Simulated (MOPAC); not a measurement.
MOPAC input (PM7):

```
PM7 PRECISE GNORM=0.05 LET XYZ UHF MS=0.5 GEO-OK AUX(PRECISION=9) THREADS=1
C2H3F2

C     1.37220900 1    0.05692000 1    0.27367700 1
C    -0.09950900 1   -0.02585400 1    0.32379300 1
F    -0.66707600 1    1.09109800 1   -0.23801800 1
F    -0.54759400 1   -1.11787300 1   -0.37767500 1
H     1.85314700 1    1.01834500 1    0.36869200 1
H     1.95428900 1   -0.85154700 1    0.25047200 1
H    -0.51160800 1   -0.11221800 1    1.33725200 1
```

From the output:

```
                                                       MOPAC v23.2.5 Linux

          FINAL HEAT OF FORMATION =        -74.70986 KCAL/MOL =    -312.58606 KJ/MOL

          COSMO AREA              =         90.34 SQUARE ANGSTROMS
          COSMO VOLUME            =         72.70 CUBIC ANGSTROMS

          GRADIENT NORM           =          0.02299          =       0.00869 PER ATOM
          IONIZATION POTENTIAL    =         10.524796 EV
          ALPHA SOMO LUMO (EV)    =        -10.525  2.432
          BETA  SOMO LUMO (EV)    =        -13.210 -0.514
          NO. OF ALPHA ELECTRONS  =         13
          NO. OF BETA  ELECTRONS  =         12
          MOLECULAR WEIGHT        =         65.0425         POINT GROUP:  Cs

          MOLECULAR DIMENSIONS (Angstroms)

            Atom       Atom       Distance
            H     5    F     4     3.27055
            H     6    F     3     3.13824
            H     7    H     6     1.66710

          SCF CALCULATIONS        =         19

   ATOM   CHEMICAL          X               Y               Z
  NUMBER   SYMBOL      (ANGSTROMS)     (ANGSTROMS)     (ANGSTROMS)

     1       C          1.37597876  *   0.05576383  *   0.29614748  *
     2       C         -0.09612340  *  -0.02697129  *   0.34658039  *
     3       F         -0.67487993  *   1.02982884  *  -0.26103329  *
     4       F         -0.56216475  *  -1.05579223  *  -0.39188798  *
     5       H          1.87816997  *   0.99780529  *   0.33198289  *
     6       H          1.97662322  *  -0.82393651  *   0.21699624  *
     7       H         -0.48652417  *  -0.11496430  *   1.41283333  *

                             CARTESIAN COORDINATES

   1    C        1.375978762     0.055763830     0.296147480
   2    C       -0.096123402    -0.026971290     0.346580386
   3    F       -0.674879932     1.029828843    -0.261033288
   4    F       -0.562164745    -1.055792235    -0.391887980
   5    H        1.878169971     0.997805295     0.331982894
   6    H        1.976623219    -0.823936506     0.216996237
   7    H       -0.486524171    -0.114964301     1.412833333

           Empirical Formula: C2 H3 F2  =     7 atoms

      MOLECULAR POINT GROUP   :   Cs

          ALPHA EIGENVALUES
 -41.21871 -40.83634 -26.90334 -21.82448 -18.30951 -18.05903 -17.49959 -16.12711
 -15.36403 -14.85946 -14.53379 -13.40472 -10.52480   2.43224   2.86245   3.28090
   4.13996   5.38354   5.58166

           BETA EIGENVALUES
 -41.18235 -40.80137 -26.66089 -21.58557 -18.22589 -18.02266 -17.42828 -16.14350
 -15.33983 -14.73953 -14.33735 -13.21033  -0.51441   2.42536   2.98293   3.58011
   4.24120   5.56646   5.84864

              NET ATOMIC CHARGES AND DIPOLE CONTRIBUTIONS

  ATOM NO.   TYPE          CHARGE      No. of ELECS.   s-Pop       p-Pop
    1          C          -0.338562        4.3386     1.14041     3.19815
    2          C           0.274218        3.7258     1.13531     2.59048
    3          F          -0.210220        7.2102     1.96950     5.24072
    4          F          -0.210229        7.2102     1.96950     5.24073
    5          H           0.165495        0.8345     0.83451
    6          H           0.165498        0.8345     0.83450
    7          H           0.153801        0.8462     0.84620
 DIPOLE           X         Y         Z       TOTAL
 POINT-CHG.     1.590    -0.047     2.114     2.646
 HYBRID        -0.136     0.013    -0.323     0.350
 SUM            1.453    -0.034     1.792     2.307

          ATOMIC ORBITAL ELECTRON POPULATIONS

     Atom    s        px        py        pz
    1  C   1.14041   1.02815   1.15880   1.01120
    2  C   1.13531   0.92046   0.72405   0.94596
    3  F   1.96950   1.85112   1.54790   1.84170
    4  F   1.96950   1.89697   1.56935   1.77440
    5  H   0.83451
    6  H   0.83450
    7  H   0.84620

                    (SZ)    =    0.500000
                    (S**2)  =    0.753247

          ATOMIC ORBITAL SPIN POPULATIONS

    Atom   Total    s     px     py     pz
         Atomic
    1  C  1.0529  0.027  0.034  0.035  0.958
    2  C -0.0471 -0.005 -0.025 -0.003 -0.015
    3  F  0.0126  0.000  0.002  0.008  0.002
    4  F  0.0126  0.000  0.001  0.008  0.004
    5  H -0.0288 -0.029
    6  H -0.0288 -0.029
    7  H  0.0265  0.026

 **********************
 *                    *
 * JOB ENDED NORMALLY *
 *                    *
 **********************

 == MOPAC DONE ==
```

The geometry given is a B3LYP-D3(BJ)/def2-TZVP minimum.
